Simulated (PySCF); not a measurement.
5-(furan-2-yl)pyrimidine (C8H6N2O), SMILES c1coc(-c2cncnc2)c1.

Coordinates come from a B3LYP-D3(BJ)/def2-SVP optimisation. One conformer was computed; it need not be the lowest.

Two levels are set side by side: PBE/def2-SVP (PySCF) and CAM-B3LYP/def2-SVP (PySCF). Same geometry, gas phase. Differences are taken from unrounded values.

```
quantity                     CAM-B3LYP
---------------------------  ---------
orbital gap (eV)                  7.23
highest occupied level (eV)      -7.66
lowest empty level (eV)          -0.42
dipole moment (D)                 3.13
mean polarisability (bohr³)       97.3
```

**Question.** What does PBE give, and how far is it from CAM-B3LYP? (Estimate from the structure and the level; the computed values follow.)

**Answer.** 
```csv
quantity,PBE,PBE minus CAM-B3LYP
orbital gap (eV),3.24,-3.99
highest occupied level (eV),-5.59,2.07
lowest empty level (eV),-2.34,-1.92
dipole moment (D),3.29,0.16
mean polarisability (bohr³),103.4,6.1
```

Without exact exchange PBE keeps part of each electron's self-repulsion, which lifts occupied levels and narrows the gap. Loosely held outer electrons make PBE densities more polarisable. Differences between two approximate levels are no errors against the true value.

Rough cost on one machine, each run with all the roots and properties that it gave: CAM-B3LYP against PBE within a factor of 2.
